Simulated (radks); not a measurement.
The numbers below are computed, except where a source is named.
Problem. The mean radii <r> (bohr) of the occupied orbitals of an atom or ion are listed with their occupations. Level of theory: scalar-relativistic Kohn-Sham, PBE, spin-polarised, spherical densities, finite nucleus; Fermi nuclear charge, rms radius of each element as measured or else 0.836 A^(1/3) + 0.57 fm (a radial shooting solver on a logarithmic mesh with Libxc functionals).

| orbital | occ. | <r> |
|---|---|---|
| 1s up | 1 | 0.02781 |
| 1s down | 1 | 0.02781 |
| 2s up | 1 | 0.1199 |
| 2s down | 1 | 0.1199 |
| 2p up | 3 | 0.1048 |
| 2p down | 3 | 0.1048 |
| 3s up | 1 | 0.3221 |
| 3s down | 1 | 0.3221 |
| 3p up | 3 | 0.3202 |
| 3p down | 3 | 0.3201 |
| 3d up | 5 | 0.2967 |
| 3d down | 5 | 0.2967 |
| 4s up | 1 | 0.7604 |
| 4s down | 1 | 0.7604 |
| 4p up | 3 | 0.8136 |
| 4p down | 3 | 0.8136 |
| 4d up | 5 | 0.9440 |
| 4d down | 4 | 0.9441 |
| 5p up | 3 | 2.203 |
| 5p down | 2 | 2.222 |

Name the element and its charge. Open shells, if any, are filled with parallel spins first.

Solution. Z = 52, tellurium, charge +2: Te2+ in [Kr] 4d9 5p5. The 1s radius gives Z: for a bare nucleus <r> = (2 gamma + 1)/(2Z) with gamma = sqrt(1 - (Z/c)^2), 0.02741 bohr for Z = 52, and screening makes it slightly larger (0.02781 here). The occupations add up to 50, and the charge is Z minus that.
